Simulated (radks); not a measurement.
Br XXXII, configuration [He] 2s2 (the NIST ground configuration). Method: scalar-relativistic Kohn-Sham, PBEsol, spin-polarised, spherical densities, finite nucleus; Fermi nuclear charge, rms radius 4.1629 fm; computed with a radial shooting solver on a logarithmic mesh with Libxc functionals.

Normalised radial functions P(r) = r R(r), r in bohr:

```
   r/bohr * 1s, o 2s (the largest magnitude, 4.35, reaches the edge; | marks zero, & curves that meet)
 0.003389                             |  o    *
 0.004107                             |  o      *
 0.004976                             |   o      *
 0.006029                             |    o       *
 0.007306                             |    o         *
 0.008852                             |     o          *
  0.01073                             |      o           *
    0.013                             |      o              *
  0.01562                             |       o               *
  0.01893                             |       o                *
  0.02293                             |       o                  *
  0.02779                             |       o                  *
  0.03367                             |      o                   *
   0.0408                             |    o                   *
  0.04943                             | o                   *
   0.0599                            o|                  *
    0.072                        o    |              *
  0.08724                    o        |          *
   0.1057                o            |      *
   0.1281              o              |   *
   0.1552             o               | *
    0.188              o              |*
   0.2278                 o           *
   0.2761                     o       *
   0.3318                        o    *
   0.4021                           o *
   0.4872                            o*
   0.5903                             &
```

1s: eigenvalue -15723.8 eV, 0 radial nodes, <r> = 0.0425 bohr, 90 % of the charge inside 0.0759 bohr. 2s: eigenvalue -3678.6 eV, 1 radial node at r = 0.0564 bohr, <r> = 0.175 bohr, 90 % of the charge inside 0.268 bohr.
